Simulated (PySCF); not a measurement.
C₃H₉ClSi₂, SMILES C(=C\C)(/[SiH3])[SiH2]Cl.

Coordinates come from a PBE0-D3(BJ)/def2-SVP optimisation. The structure was generated by enumeration; whether it is a known compound was not checked. Other conformers were not sampled.

The numbers are results of M06-2X/def2-TZVP run with PySCF, not measurements.

Computed frontier levels, gap, dipole moment and polarisability:
```yaml
highest_occupied_level: -9.01 eV
lowest_empty_level: -0.36 eV
orbital_gap: 8.65 eV
dipole_moment: 2.04 D
quadrupole, principal values (traceless, Buckingham form, about the centre of nuclear charge): -6.28, -0.10, 6.39 D·Å
mean_static_polarisability: 100.2 bohr³ (14.84 Å³)
polarisability_principal_values: 81.2, 105.2, 114.2 bohr³
```
